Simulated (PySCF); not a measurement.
**Trend along the halogens: MHf cations**

PBE with triple-zeta basis sets in PySCF, for the lowest determinant that a PBE0 search found; no spin–orbit coupling. De refers to high-spin ground-configuration atoms (the charge goes to the atom of lower measured ionisation energy or higher electron affinity, which is not always the lowest computed limit). A positive dipole points towards Hf; it is taken about the centre of mass and depends on that origin.

```tsv
M	basis	charged atom	state (unpaired electrons)	Re (Å)	ωe (cm⁻¹)	De (eV)	μ (D)
F	def2-TZVPPD	Hf+	triplet (σ ↑, δ ↑)	1.825	733	n/a	3.44
Cl	def2-TZVPPD	Hf+	triplet (σ ↑, δ ↑)	2.234	437	n/a	3.06
Br	def2-TZVPPD	Hf+	triplet (σ ↑, δ ↑)	2.385	293	n/a	4.09
```

The shortest bond is that of HfF⁺ (1.825 Å), the longest that of HfBr⁺ (2.385 Å).

Down a group the atoms grow and get heavier, so bonds lengthen and wavenumbers fall; this series shows no clear exception.

De is left out where the level can put another filling of the metal’s s and d shells below the measured ground configuration, by anything from nothing to about 1 eV. These are scalar-relativistic numbers at best; spin–orbit coupling would shift them, the dissociation energy most. With d or f electrons several states lie close, and the lowest PBE0 determinant need not be the measured ground state.
